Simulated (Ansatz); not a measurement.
The input (input.yaml):

```yaml
crystal:
  periodic: [false, false, false]
  atoms:
    - { symbol: H, position_ang: [0.1868, -0.8493, -1.8363] }
    - { symbol: O, position_ang: [0.2984, -1.3505, -0.6678] }
    - { symbol: C, position_ang: [0.0971, -0.3568, 0.1084] }
    - { symbol: Si, position_ang: [0.1438, -0.773, 1.9731] }
    - { symbol: C, position_ang: [-0.1589, 0.9186, -0.4086] }
    - { symbol: C, position_ang: [-0.22, 1.0844, -1.7855] }
    - { symbol: O, position_ang: [-0.0335, 0.1411, -2.6125] }
    - { symbol: H, position_ang: [1.418, -1.4368, 2.2306] }
    - { symbol: H, position_ang: [-0.9824, -1.6704, 2.2233] }
    - { symbol: H, position_ang: [0.0161, 0.4751, 2.725] }
    - { symbol: H, position_ang: [-0.321, 1.7481, 0.2554] }
    - { symbol: H, position_ang: [-0.4446, 2.0695, -2.2051] }
magnetization:
  spin_polarized: true
basis:
  gaussian: { orbitals: "6-31G" }
hamiltonian:
  xc: lda
relax:
  f_tol: 0.15
  max_steps: 25
  restrain:
    - { distance: [6, 0], at: 2.27, k: 30.0 }
    - { distance: [1, 0], at: 0.97, k: 30.0 }
output:
  orbitals: {}
```

Command:

```bash
$ ansatz run input.yaml --threads 2 --pin off --max-ram 3072MiB --backend cpu --events-out ev --progress --plain --runs-dir out
```

Hardware: 2 threads of Arm Neoverse V1, on a shared host.

Q: Roughly how long does this run take, and how much memory?

A: 19 s, with a peak of 0.17 GiB, for 8 ionic steps.
